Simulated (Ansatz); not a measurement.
`C[Si](C)(C)Cl` and `C[Si](C)(C)N` differ in one atom or group.

Ansatz, PBE0-D4/def2-TZVP geometries, multiplicity 1. Each molecule was computed in one conformer, which needn't be the lowest.

```csv
property,`C[Si](C)(C)Cl`
LUMO energy (PBE/def2-TZVPP) / eV,0.15
HOMO–LUMO gap (PBE/def2-TZVPP) / eV,7.13
zero-point energy (PBE0-D4/def2-TZVP) / kJ/mol,295.1
HOMO–LUMO gap (PBE0/def2-TZVPP) / eV,9.23
size of the dipole moment (PBE/def2-TZVPP) / D,2.11
HOMO energy (PBE/def2-TZVPP) / eV,-6.99
```

Q: What does the change do to each property? (Estimate.)

A: Ansatz gave: 
| property | `C[Si](C)(C)N` | shift |
| --- | --- | --- |
| LUMO energy (PBE/def2-TZVPP) / eV | 0.04 | -0.11 |
| HOMO–LUMO gap (PBE/def2-TZVPP) / eV | 5.58 | -1.55 |
| zero-point energy (PBE0-D4/def2-TZVP) / kJ/mol | 358.1 | 63.0 |
| HOMO–LUMO gap (PBE0/def2-TZVPP) / eV | 7.76 | -1.47 |
| size of the dipole moment (PBE/def2-TZVPP) / D | 0.74 | -1.37 |
| HOMO energy (PBE/def2-TZVPP) / eV | -5.54 | 1.45 |

With PBE0 the HOMO rises by 1.38 eV and the LUMO falls by 0.09 eV, so the gap narrows by about 1.47 eV. PBE moves the HOMO by 1.45 eV and ωB97M-V by 1.26 eV. The zero-point energy changes by 63.0 kJ/mol with +6 modes. Dipoles are sizes alone; their direction can turn.
